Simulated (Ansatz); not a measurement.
Pulling on the Si1–H3 bond in BrH3Si (SMILES [SiH3]Br) (multiplicity 1 held, fragments rigid). Energies count from the point at 1.476 Å.
Geometry at that point (charge 0, multiplicity 1):
```json
[
 {"atom": "Si", "x (Å)": "-1.4770", "y (Å)": "0.0448", "z (Å)": "0.0178"},
 {"atom": "Br", "x (Å)": "0.7572", "y (Å)": "-0.0230", "z (Å)": "-0.0091"},
 {"atom": "H", "x (Å)": "-1.9032", "y (Å)": "1.4226", "z (Å)": "-0.2939"},
 {"atom": "H", "x (Å)": "-1.9369", "y (Å)": "-0.3488", "z (Å)": "1.3635"},
 {"atom": "H", "x (Å)": "-1.9821", "y (Å)": "-0.8973", "z (Å)": "-0.9993"}
]
```

Restricted levels (R-, RO-) in cc, def2 and unpolarised 6-31G sets keep to the state of the molecule at rest. Unrestricted levels (U-) break spin symmetry where that is lower. Active spaces are followed from a long bond inwards. Levels need not reach the same state.

Correlated levels freeze the cores. Filled d and f shells under p-block atoms count as core.

Run with Ansatz (a first-principles code). Each number belongs to the level named beside it.

Energies in kcal/mol.

```tsv
R (Å)	U-MP2/def2-SVP	U-SCS-MP2/def2-SVP	R-CCSD/def2-SVP	FIC-MRCISD+Q on CASSCF(2,2)/def2-SVP
1.180	31.2	31.2	31.2	31.2
1.328	6.2	6.2	6.3	6.3
1.476	0.0	0.0	0.0	0.0
1.623	4.0	4.0	3.8	3.7
1.771	13.2	13.1	12.6	12.3
1.992	31.0	30.8	29.4	28.8
2.213	53.2	53.6	46.3	45.2
2.582	77.6	79.6	69.3	66.9
2.951	85.1	87.5	84.4	80.1
3.394	87.8	90.3	94.2	87.7
3.984	88.7	91.2	99.4	90.8
4.722	89.0	91.5	101.3	91.5
```

Doubts at one or more of the structures used: a spin-contaminated determinant (U-MP2/def2-SVP, U-SCS-MP2/def2-SVP); a restricted determinant that unrestricted orbitals would lower (R-CCSD/def2-SVP); other coupled-cluster roots lie near (R-CCSD/def2-SVP); T1 above 0.05 (R-CCSD/def2-SVP).
